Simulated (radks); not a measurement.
Results of a calculation; reference values are marked as such.
Problem. Ionisation of Mn, [Ar] 3d5 4s2, to Mn+, [Ar] 3d5 4s1, under several functionals. Scalar-relativistic Kohn-Sham, spin-polarised, spherical densities, finite nucleus; open shells are filled with parallel spins first; a radial shooting solver on a logarithmic mesh with Libxc functionals. Known Delta-SCF values: PW91 7.284 eV; LDA (Slater exchange, VWN5 correlation) 7.570 eV; Wu-Cohen GGA 7.066 eV. What does HCTH/407 give, and what is its highest occupied eigenvalue?

Solution. 8.165 eV by Delta-SCF; the 4s eigenvalue is -4.455 eV. NIST: 7.434 eV (measured).
